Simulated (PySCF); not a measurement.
**CH3BSi, SMILES `B1=C[SiH2]1` (charge 0, multiplicity 1)**

Calculation: PBE0-D3(BJ)/def2-TZVP (PySCF).

```
Item                                 Result
-------------  ----------------------------
HOMO                               -7.22 eV
dipole moment                        1.21 D
HOMO–LUMO gap                       4.57 eV
LUMO                               -2.66 eV
total energy                   -353.9394 Ha
cost           very roughly 11 core-seconds
```

Bonded distances (Å): B1–C2 1.351, B1–Si3 1.834, C2–Si3 2.003, C2–H4 1.076, Si3–H5 1.487, Si3–H6 1.487. Bond angles (°): C2–B1–Si3 76.3, B1–C2–Si3 62.8, B1–C2–H4 168.3, Si3–C2–H4 128.9, B1–Si3–C2 40.9, B1–Si3–H5 125.8, B1–Si3–H6 125.8, C2–Si3–H5 119.3, C2–Si3–H6 119.3, H5–Si3–H6 107.8.
